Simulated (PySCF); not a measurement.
# Ionising SrIn

ROHF-SCS-MP2; basis Sr def2-SVPD with ECP28, In def2-SVPD with ECP28; scalar-relativistic core potentials; PySCF 2.14. Neutral (ROHF): doublet (π ↑), Re = 3.563 Å, ωe = 74.4 cm⁻¹, De = 0.30 eV.

SrIn⁺ (RHF): singlet (closed shell), Re = 3.846 Å, ωe = 77.4 cm⁻¹, De = 1.23 eV to Sr⁺ + In. The energies at the minima are -219.68655 hartree for SrIn and -219.52000 for SrIn⁺.

(1) Work out the adiabatic ionisation energy, without and with harmonic zero-point energies (1 hartree = 27.2114 eV, 1 eV = 8065.5 cm⁻¹), and the change of the bond length.

Correlated steps freeze 4 core orbitals. Weak bonds: SrIn. Basis-set superposition, not corrected here, can be much of De in a small basis, most of all at correlated wavefunction levels. These are scalar-relativistic numbers at best; spin–orbit coupling would shift them, the dissociation energy most. For an ion De counts to the pair picked by the measured ionisation energies or electron affinities, which need not be the lowest pair at this level. Where the molecule has an RHF reference, its open-shell atoms are computed with UHF. States were picked by a PBE0 search and need not be the measured ground states.

## Answers

(1) At SCS-MP2: 0.16655 hartree = 4.532 eV between the minima; the zero-point term (77.4 − 74.4)/2 cm⁻¹ = +0.000 eV makes it 4.532 eV. Re changes by +28.3 pm against the neutral. The electron leaves a π orbital, and the longer bond of the ion fits a bonding orbital, or a change in how ionic the bond is.
